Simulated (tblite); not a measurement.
Record of a relaxation.

Species: C₄H₇GeO (doublet state).
Atom-mapped SMILES: `[CH3:1][C@@H:2]1[O:3][CH:4]=[CH:5][GeH:6]1` (hydrogens: H7, H8, H9 on C1; H10 on C2; H11 on C4; H12 on C5; H13 on Ge6)
Bond orders are those of one Lewis drawing.

Computed with GFN2-xTB (tblite), gas phase: L-BFGS steps from a force-field or distance-geometry start until the largest atomic force falls under 0.01 eV/Å. 14 of its 70 geometries are shown.

Step 0: E = -490.6552 eV, largest atomic force 2.236 eV/Å
```
atom  x, y, z in Å  |  force x, y, z in eV/Å
C1      1.799    0.247    0.172    0.349   0.058  -0.093
C2      0.473   -0.329    0.668    0.824  -0.723   0.127
O3     -0.028   -1.279   -0.259   -1.324  -0.759  -0.809
C4     -1.313   -1.035   -0.797    1.525  -0.011   1.018
C5     -1.940    0.047   -0.373   -1.449   0.671  -0.935
Ge6    -0.889    1.041    0.836   -0.633   1.551   1.481
H7      2.174    1.007    0.890   -0.229  -0.488  -0.416
H8      1.650    0.737   -0.813    0.127  -0.327   0.569
H9      2.549   -0.562    0.071   -0.344   0.492  -0.021
H10     0.623   -0.832    1.665    0.077  -0.009  -0.867
H11    -1.762   -1.727   -1.501    0.794  -0.239   0.174
H12    -2.924    0.339   -0.728    0.196  -0.328   0.032
H13    -0.418    2.345    0.152    0.089   0.112  -0.261
```

Step 5: E = -491.0574 eV, largest atomic force 0.440 eV/Å
```
atom  x, y, z in Å  |  force x, y, z in eV/Å
C1      1.792    0.229    0.165    0.001   0.020  -0.098
C2      0.476   -0.357    0.646   -0.044   0.128   0.302
O3     -0.072   -1.315   -0.259   -0.234   0.332   0.168
C4     -1.290   -1.000   -0.743    0.059   0.182   0.066
C5     -1.960    0.111   -0.403   -0.079   0.010  -0.026
Ge6    -0.954    1.119    0.935    0.176  -0.150  -0.214
H7      2.155    0.974    0.872   -0.104  -0.064   0.062
H8      1.658    0.720   -0.793   -0.034   0.035  -0.179
H9      2.553   -0.543    0.060   -0.027  -0.071  -0.044
H10     0.647   -0.874    1.595    0.099  -0.231  -0.014
H11    -1.646   -1.734   -1.457    0.109  -0.039  -0.009
H12    -2.959    0.302   -0.757    0.114  -0.134  -0.065
H13    -0.403    2.367    0.122   -0.035  -0.017   0.049
```

Step 11: E = -491.0882 eV, largest atomic force 0.114 eV/Å
```
atom  x, y, z in Å  |  force x, y, z in eV/Å
C1      1.785    0.231    0.154   -0.047  -0.013   0.021
C2      0.479   -0.348    0.676   -0.106  -0.039   0.017
O3     -0.087   -1.290   -0.227    0.008  -0.024   0.017
C4     -1.287   -0.977   -0.739    0.013   0.005   0.015
C5     -1.969    0.126   -0.411    0.039   0.025   0.005
Ge6    -0.947    1.123    0.929   -0.064  -0.085   0.026
H7      2.142    0.963    0.873    0.058   0.053  -0.012
H8      1.646    0.717   -0.808   -0.074   0.014  -0.009
H9      2.535   -0.550    0.046    0.009  -0.045  -0.042
H10     0.677   -0.913    1.594    0.062   0.049   0.029
H11    -1.610   -1.730   -1.449    0.012   0.020  -0.021
H12    -2.966    0.284   -0.782    0.052   0.012  -0.030
H13    -0.404    2.365    0.128    0.038   0.028  -0.016
```

Step 16: E = -491.0984 eV, largest atomic force 0.144 eV/Å
```
atom  x, y, z in Å  |  force x, y, z in eV/Å
C1      1.763    0.232    0.153   -0.005   0.002  -0.063
C2      0.472   -0.355    0.707    0.077   0.045  -0.033
O3     -0.092   -1.300   -0.194    0.005  -0.030   0.111
C4     -1.273   -0.971   -0.737    0.008  -0.049  -0.002
C5     -1.958    0.134   -0.425    0.040  -0.007   0.007
Ge6    -0.966    1.111    0.942    0.069   0.118   0.044
H7      2.158    0.971    0.852   -0.041  -0.084  -0.058
H8      1.592    0.713   -0.807   -0.049   0.022   0.005
H9      2.500   -0.562    0.015   -0.010   0.067  -0.007
H10     0.723   -0.909    1.620   -0.136   0.010  -0.013
H11    -1.589   -1.713   -1.460    0.032  -0.039  -0.040
H12    -2.946    0.289   -0.820    0.033   0.043  -0.036
H13    -0.388    2.362    0.137   -0.024  -0.097   0.085
```

Step 21: E = -491.1222 eV, largest atomic force 0.184 eV/Å
```
atom  x, y, z in Å  |  force x, y, z in eV/Å
C1      1.701    0.232    0.116   -0.019  -0.007   0.002
C2      0.462   -0.355    0.774   -0.045  -0.105  -0.008
O3     -0.122   -1.343   -0.061   -0.010  -0.041  -0.079
C4     -1.233   -0.977   -0.724    0.017   0.054   0.035
C5     -1.900    0.151   -0.452    0.002  -0.001  -0.004
Ge6    -0.985    1.109    0.998   -0.012  -0.157  -0.064
H7      2.178    0.955    0.772   -0.108   0.071   0.065
H8      1.424    0.725   -0.813    0.085  -0.012  -0.077
H9      2.420   -0.563   -0.080   -0.024   0.001  -0.151
H10     0.761   -0.883    1.683   -0.048   0.022   0.097
H11    -1.507   -1.689   -1.500    0.086  -0.016   0.162
H12    -2.847    0.328   -0.933    0.071   0.099   0.006
H13    -0.356    2.311    0.203    0.005   0.092   0.017
```

Step 27: E = -491.1416 eV, largest atomic force 0.124 eV/Å
```
atom  x, y, z in Å  |  force x, y, z in eV/Å
C1      1.652    0.228    0.088   -0.018  -0.003   0.000
C2      0.457   -0.376    0.812   -0.034  -0.034  -0.048
O3     -0.141   -1.380    0.015    0.028  -0.008   0.026
C4     -1.203   -0.981   -0.710    0.009  -0.033  -0.007
C5     -1.853    0.163   -0.474    0.040  -0.001  -0.022
Ge6    -0.993    1.080    1.026    0.032   0.119  -0.014
H7      2.147    0.953    0.729   -0.010   0.019   0.033
H8      1.334    0.727   -0.826   -0.045   0.016   0.000
H9      2.360   -0.554   -0.183    0.022  -0.032   0.034
H10     0.768   -0.858    1.742    0.059  -0.025  -0.069
H11    -1.437   -1.695   -1.490   -0.051  -0.068   0.023
H12    -2.757    0.390   -1.010    0.013   0.028  -0.029
H13    -0.338    2.304    0.263   -0.045   0.022   0.073
```

Step 32: E = -491.1506 eV, largest atomic force 0.123 eV/Å
```
atom  x, y, z in Å  |  force x, y, z in eV/Å
C1      1.627    0.225    0.075    0.008   0.050  -0.014
C2      0.452   -0.388    0.818    0.037   0.017   0.020
O3     -0.152   -1.400    0.047    0.016  -0.049   0.025
C4     -1.193   -0.997   -0.706   -0.035   0.011   0.012
C5     -1.810    0.172   -0.498    0.027   0.035  -0.041
Ge6    -0.990    1.087    1.029   -0.019  -0.119   0.025
H7      2.114    0.953    0.719    0.054  -0.020  -0.027
H8      1.282    0.730   -0.825    0.003   0.019  -0.065
H9      2.337   -0.552   -0.214   -0.003   0.055   0.051
H10     0.802   -0.859    1.737   -0.032  -0.050   0.036
H11    -1.434   -1.735   -1.465   -0.058   0.037   0.040
H12    -2.693    0.430   -1.053   -0.021  -0.026  -0.056
H13    -0.344    2.334    0.318    0.024   0.040  -0.006
```

Step 37: E = -491.1547 eV, largest atomic force 0.061 eV/Å
```
atom  x, y, z in Å  |  force x, y, z in eV/Å
C1      1.614    0.231    0.066    0.027  -0.014   0.018
C2      0.455   -0.395    0.824   -0.039   0.012   0.022
O3     -0.159   -1.410    0.065   -0.005  -0.018  -0.020
C4     -1.191   -1.003   -0.698   -0.008   0.019  -0.013
C5     -1.788    0.181   -0.517   -0.009   0.020   0.019
Ge6    -0.992    1.075    1.035   -0.015   0.023  -0.012
H7      2.114    0.954    0.705    0.001   0.054  -0.004
H8      1.259    0.734   -0.833    0.014  -0.007  -0.002
H9      2.326   -0.541   -0.219    0.040  -0.020  -0.042
H10     0.810   -0.868    1.740    0.003   0.003   0.007
H11    -1.447   -1.744   -1.447   -0.020  -0.010   0.017
H12    -2.664    0.439   -1.085    0.007  -0.021  -0.029
H13    -0.344    2.347    0.347    0.002  -0.040   0.038
```

Step 42: E = -491.1561 eV, largest atomic force 0.024 eV/Å
```
atom  x, y, z in Å  |  force x, y, z in eV/Å
C1      1.618    0.232    0.068   -0.006   0.000  -0.006
C2      0.455   -0.395    0.823    0.012  -0.001  -0.016
O3     -0.160   -1.411    0.061    0.007   0.021   0.009
C4     -1.194   -1.003   -0.698    0.000  -0.003   0.004
C5     -1.786    0.185   -0.522   -0.007  -0.014  -0.013
Ge6    -0.995    1.074    1.034   -0.003  -0.002   0.006
H7      2.113    0.964    0.702   -0.008  -0.008   0.001
H8      1.266    0.731   -0.834   -0.008  -0.012  -0.004
H9      2.336   -0.537   -0.221    0.003   0.001   0.017
H10     0.808   -0.871    1.740    0.003   0.013  -0.009
H11    -1.463   -1.750   -1.436    0.004  -0.001  -0.001
H12    -2.659    0.436   -1.097   -0.013   0.009  -0.004
H13    -0.343    2.345    0.362    0.017  -0.003   0.016
```

Step 48: E = -491.1566 eV, largest atomic force 0.021 eV/Å
```
atom  x, y, z in Å  |  force x, y, z in eV/Å
C1      1.617    0.232    0.065    0.007   0.005  -0.002
C2      0.455   -0.393    0.821   -0.001   0.007   0.008
O3     -0.160   -1.409    0.062   -0.010  -0.018   0.000
C4     -1.196   -1.004   -0.697    0.004   0.001  -0.006
C5     -1.786    0.185   -0.527    0.005   0.010   0.008
Ge6    -0.997    1.071    1.034   -0.008  -0.008  -0.005
H7      2.108    0.966    0.699   -0.007   0.016  -0.007
H8      1.264    0.725   -0.839    0.007  -0.003  -0.007
H9      2.340   -0.535   -0.216   -0.008  -0.005   0.003
H10     0.811   -0.866    1.737   -0.005  -0.007   0.003
H11    -1.466   -1.755   -1.431    0.002  -0.001  -0.009
H12    -2.659    0.438   -1.104    0.004  -0.007   0.012
H13    -0.334    2.344    0.378    0.010   0.008   0.001
```

Step 53: E = -491.1568 eV, largest atomic force 0.013 eV/Å
```
atom  x, y, z in Å  |  force x, y, z in eV/Å
C1      1.617    0.233    0.065   -0.006  -0.005   0.002
C2      0.453   -0.392    0.820   -0.002  -0.005  -0.002
O3     -0.161   -1.409    0.061    0.009   0.009  -0.002
C4     -1.197   -1.004   -0.699    0.003   0.000   0.004
C5     -1.787    0.185   -0.527    0.002  -0.007  -0.002
Ge6    -0.998    1.070    1.033    0.009   0.006   0.004
H7      2.105    0.973    0.696   -0.006   0.002  -0.004
H8      1.268    0.721   -0.844   -0.008  -0.008   0.001
H9      2.341   -0.536   -0.209    0.005   0.001   0.004
H10     0.809   -0.865    1.737   -0.002  -0.003  -0.003
H11    -1.465   -1.754   -1.434    0.000   0.010   0.003
H12    -2.663    0.436   -1.100    0.001   0.001  -0.003
H13    -0.327    2.344    0.384   -0.005  -0.001   0.000
```

Step 58: E = -491.1569 eV, largest atomic force 0.018 eV/Å
```
atom  x, y, z in Å  |  force x, y, z in eV/Å
C1      1.614    0.232    0.063    0.009   0.006  -0.002
C2      0.453   -0.393    0.822    0.009  -0.001   0.003
O3     -0.160   -1.410    0.063   -0.010  -0.009  -0.003
C4     -1.194   -1.004   -0.698   -0.005   0.005  -0.009
C5     -1.783    0.186   -0.529   -0.003   0.014   0.011
Ge6    -0.997    1.071    1.035   -0.008  -0.007   0.001
H7      2.098    0.978    0.689    0.002   0.003   0.002
H8      1.261    0.713   -0.848   -0.003  -0.010  -0.006
H9      2.340   -0.535   -0.206    0.003   0.006   0.003
H10     0.810   -0.867    1.737    0.002  -0.001   0.009
H11    -1.463   -1.752   -1.434    0.001  -0.010  -0.006
H12    -2.658    0.436   -1.103    0.007   0.002   0.003
H13    -0.323    2.345    0.392   -0.002   0.001  -0.006
```

Step 64: E = -491.1571 eV, largest atomic force 0.014 eV/Å
```
atom  x, y, z in Å  |  force x, y, z in eV/Å
C1      1.613    0.231    0.063   -0.001  -0.005   0.002
C2      0.454   -0.395    0.822   -0.008   0.007   0.006
O3     -0.161   -1.410    0.061    0.004  -0.009   0.006
C4     -1.194   -1.001   -0.700    0.003  -0.004   0.010
C5     -1.783    0.188   -0.526   -0.001  -0.002  -0.005
Ge6    -0.996    1.070    1.038    0.002  -0.008  -0.006
H7      2.090    0.988    0.682   -0.006   0.002  -0.008
H8      1.257    0.698   -0.855    0.009   0.003   0.004
H9      2.347   -0.532   -0.197    0.005   0.000   0.002
H10     0.809   -0.870    1.738    0.007  -0.002  -0.007
H11    -1.462   -1.750   -1.437   -0.001   0.010   0.001
H12    -2.657    0.439   -1.101   -0.006   0.013  -0.002
H13    -0.322    2.345    0.394   -0.006  -0.006  -0.002
```

Step 69: E = -491.1572 eV, largest atomic force 0.009 eV/Å
```
atom  x, y, z in Å  |  force x, y, z in eV/Å
C1      1.615    0.230    0.063   -0.001   0.001  -0.003
C2      0.454   -0.396    0.822    0.004  -0.006  -0.005
O3     -0.161   -1.411    0.059   -0.004   0.005  -0.001
C4     -1.195   -1.000   -0.700   -0.004   0.000   0.001
C5     -1.784    0.189   -0.525    0.000  -0.002   0.002
Ge6    -0.995    1.068    1.039   -0.001   0.004   0.004
H7      2.082    0.996    0.678   -0.002   0.001   0.002
H8      1.261    0.687   -0.860    0.002   0.003  -0.003
H9      2.356   -0.529   -0.186   -0.002  -0.004   0.004
H10     0.810   -0.873    1.736    0.003   0.003   0.000
H11    -1.464   -1.747   -1.439    0.001   0.002   0.000
H12    -2.659    0.443   -1.097    0.007  -0.003  -0.002
H13    -0.325    2.344    0.393   -0.002  -0.005   0.000
```

**Question.** Summarise the path.

**Answer.** The energy falls by 0.5020 eV from step 0 to step 69; nine tenths of that is first reached at step 19. It falls at every step. The largest force goes from 2.236 to 0.009 eV/Å. Among the bonds C2–Ge6 changes most, from 1.939 to 2.072 Å; the atoms move by 0.289 Å rms after alignment.

**Question.** Follow the three bonds and two angles with the largest change from start to end.

**Answer.** 
```
step  E above end (eV)  largest force (eV/Å)  C2–Ge6 (Å)  C5–Ge6 (Å)  O3–C4 (Å)  O3–C4–H11 (°)  C5–Ge6–H13 (°)
   0            0.5020                 2.236       1.939       1.886      1.414          121.0           109.3
   3            0.1605                 0.628       2.055       1.957      1.339          115.9           105.3
   6            0.0855                 0.356       2.067       1.948      1.345          111.2           103.3
   9            0.0720                 0.121       2.056       1.952      1.339          110.8           103.5
  12            0.0673                 0.130       2.068       1.959      1.343          110.8           103.4
  15            0.0614                 0.122       2.069       1.955      1.343          110.9           103.1
  18            0.0503                 0.198       2.064       1.951      1.339          111.7           102.1
  21            0.0350                 0.184       2.071       1.964      1.344          112.4           100.7
  24            0.0218                 0.140       2.068       1.958      1.345          111.3           100.6
  27            0.0156                 0.124       2.066       1.957      1.345          111.3           100.1
  30            0.0101                 0.123       2.073       1.964      1.347          111.5           100.2
  33            0.0055                 0.098       2.072       1.958      1.348          111.0           101.0
  36            0.0031                 0.063       2.072       1.959      1.347          111.3           100.8
  39            0.0016                 0.045       2.075       1.962      1.347          111.5           101.0
  42            0.0011                 0.024       2.074       1.959      1.347          111.5           101.2
  45            0.0009                 0.020       2.074       1.959      1.347          111.5           101.4
  48            0.0007                 0.021       2.072       1.961      1.347          111.4           101.7
  51            0.0005                 0.018       2.071       1.959      1.347          111.3           101.9
  54            0.0004                 0.012       2.071       1.960      1.347          111.4           102.0
  57            0.0003                 0.022       2.071       1.961      1.346          111.4           102.1
  60            0.0002                 0.013       2.071       1.959      1.346          111.4           102.2
  63            0.0002                 0.017       2.072       1.960      1.346          111.4           102.1
  66            0.0001                 0.018       2.072       1.961      1.347          111.4           102.0
  69            0.0000                 0.009       2.072       1.960      1.347          111.4           101.9
```

What follows is the cost of the whole relaxation. Time: 0.56 s of wall time. Hardware: Arm Neoverse N1, one thread, on a shared host.
